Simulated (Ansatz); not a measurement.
ClH$_{5}$O$_{2}$Si$_{2}$ (`O[SiH2]O[SiH2]Cl`) at its PBE0-D4/def2-TZVP geometry, where that method's forces vanish. The species carries charge 0 and has multiplicity 1.

```xyz
10

O    -0.4237   -0.2498   -2.0136
Si    0.6975   -0.8268   -0.9728
O     0.2569   -0.5893    0.5929
Si   -0.5050    0.4570    1.5644
Cl   -0.6651    2.2838    0.6175
H    -0.5429    0.7006   -2.0647
H     0.7680   -2.2820   -1.2033
H     2.0064   -0.1571   -1.1689
H    -1.8787   -0.0011    1.8553
H     0.2867    0.6648    2.7932
```

Question: What forces (eV/Å) does PBE-D4/def2-TZVPP give on these atoms in the Gaussian-basis code of Ansatz? (An estimate is asked.)

Answer: Computed: 
```
O1  -0.311 -0.281 -0.340
Si2  0.328 -0.108 -0.101
O3   0.139 -0.330  0.192
Si4 -0.158  0.163  0.244
Cl5 -0.032  0.266 -0.117
H6  -0.055  0.436 -0.025
H7  -0.002 -0.169 -0.032
H8   0.164  0.066 -0.016
H9  -0.168 -0.061  0.041
H10  0.095  0.018  0.153
```
